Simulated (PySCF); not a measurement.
Computed with TPSSh-D3(BJ)/def2-TZVP run with PySCF. All species are isolated molecules in the gas phase. One relaxed conformer stands for a flexible species; it need not be the lowest. Delta-SCF ions had no search for a lower state. Excitations are Tamm–Dancoff values on a coarser integration grid. The basis has no diffuse functions, so Rydberg states are missing or too high.

Reference species (SMILES): `C[SiH2][SiH2]C` (C–Si–Si–C torsion 180°) (neutral, multiplicity 1).

```
Item                                           Value
-------------------------------------------  -------
brightest of the four lowest singlets (TDA)  7.70 eV
vertical ionisation energy (Delta-SCF)       9.55 eV
```

Changed species: `CC([SiH3])[SiH3]`.

Question: What does the change do to the brightest of the four lowest singlets (TDA) and vertical ionisation energy (Delta-SCF)?

Answer: the brightest of the four lowest singlets (TDA) falls by 0.38 eV, to 7.32 eV; the vertical ionisation energy (Delta-SCF) increases by 0.48 eV, to 10.03 eV.
